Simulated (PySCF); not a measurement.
Spin-rotation constants: `C#C[C@@H]1CCC[C@H]1C`, C₈H₁₂

Molfile (atoms numbered from 1):
```
C8H12
     RDKit          3D

 20 20  0  0  0  0  0  0  0  0999 V2000
    3.0613    0.6851   -0.6910 C   0  0  0  0  0  0  0  0  0  0  0  0
    2.0148    0.3843   -0.1940 C   0  0  0  0  0  0  0  0  0  0  0  0
    0.7406    0.0072    0.3793 C   0  0  2  0  0  0  0  0  0  0  0  0
    0.5068   -1.5229    0.3296 C   0  0  0  0  0  0  0  0  0  0  0  0
   -0.7509   -1.7233   -0.5206 C   0  0  0  0  0  0  0  0  0  0  0  0
   -1.5308   -0.4268   -0.3302 C   0  0  0  0  0  0  0  0  0  0  0  0
   -0.4420    0.6452   -0.3878 C   0  0  1  0  0  0  0  0  0  0  0  0
   -0.8649    1.9864    0.1919 C   0  0  0  0  0  0  0  0  0  0  0  0
    3.9826    0.9494   -1.1173 H   0  0  0  0  0  0  0  0  0  0  0  0
    0.7213    0.3510    1.4190 H   0  0  0  0  0  0  0  0  0  0  0  0
    0.3465   -1.9062    1.3378 H   0  0  0  0  0  0  0  0  0  0  0  0
    1.3676   -2.0407   -0.0926 H   0  0  0  0  0  0  0  0  0  0  0  0
   -1.3147   -2.6052   -0.2182 H   0  0  0  0  0  0  0  0  0  0  0  0
   -0.4798   -1.8346   -1.5718 H   0  0  0  0  0  0  0  0  0  0  0  0
   -2.2972   -0.2803   -1.0904 H   0  0  0  0  0  0  0  0  0  0  0  0
   -2.0098   -0.4163    0.6512 H   0  0  0  0  0  0  0  0  0  0  0  0
   -0.1431    0.7886   -1.4317 H   0  0  0  0  0  0  0  0  0  0  0  0
   -1.7064    2.3932   -0.3649 H   0  0  0  0  0  0  0  0  0  0  0  0
   -0.0429    2.6973    0.1399 H   0  0  0  0  0  0  0  0  0  0  0  0
   -1.1641    1.8791    1.2333 H   0  0  0  0  0  0  0  0  0  0  0  0
  1  2  3  0
  2  3  1  0
  3  4  1  0
  4  5  1  0
  5  6  1  0
  6  7  1  0
  7  8  1  0
  7  3  1  0
  1  9  1  0
  3 10  1  1
  4 11  1  0
  4 12  1  0
  5 13  1  0
  5 14  1  0
  6 15  1  0
  6 16  1  0
  7 17  1  6
  8 18  1  0
  8 19  1  0
  8 20  1  0
M  END
```

Method: PySCF 2.14.0, GIAO PBE/pcSseg-1 magnetisability, rotational g tensor and spin-rotation constants, non-relativistic, gas phase. Geometry: GFN2-xTB.

**Question.** Give the nuclear spin-rotation constants along the inertial axes (H = +C I·J) beside the isotropic shieldings.

**Answer.** Rotational constants 2.7829, 1.8301, 1.2459 GHz. A star marks the isotopologue with that one atom substituted, in its own axes.
```tsv
atom	isotope	Caa (kHz)	Cbb (kHz)	Ccc (kHz)	mean (kHz)	σ (ppm)
H9	1H	0.003	-0.211	-0.124	-0.111	30.3
H10	1H	-0.310	-0.174	0.032	-0.151	29.3
H11	1H	-0.274	-0.184	0.027	-0.144	29.4
H12	1H	-0.147	-0.054	-0.121	-0.107	29.5
H13	1H	-0.090	-0.096	-0.124	-0.103	29.8
H14	1H	-0.288	-0.182	0.026	-0.148	29.7
H15	1H	-0.150	-0.180	-0.039	-0.123	29.7
H16	1H	-0.220	-0.211	-0.004	-0.145	30.5
H17	1H	-0.269	-0.201	0.034	-0.145	29.6
H18	1H	-0.152	-0.126	-0.088	-0.122	30.3
H19	1H	0.015	-0.145	-0.140	-0.090	29.9
H20	1H	-0.294	-0.201	0.010	-0.162	31.0
C1	13C*	0.273	0.561	0.337	0.390	112.5
C2	13C*	0.135	0.727	0.433	0.432	88.1
C3	13C*	0.527	0.297	0.243	0.356	142.5
C4	13C*	0.450	0.290	0.280	0.340	142.6
C5	13C*	0.465	0.273	0.236	0.325	150.9
C6	13C*	0.486	0.307	0.269	0.354	139.7
C7	13C*	0.496	0.385	0.267	0.383	130.2
C8	13C*	0.482	0.253	0.187	0.307	160.3
```
For the geometry as given, no vibrational averaging.

**Question.** How do the rotational constants and the g tensor change when H9, H10, H11, H12, H13, H14, H15, H16, H17, H18, H19, H20 are replaced by deuterium?

**Answer.** Constants 2.1871, 1.5539, 1.0556 GHz; g -0.0024, -0.0016, -0.0029, against -0.0030, -0.0018, -0.0034 before.
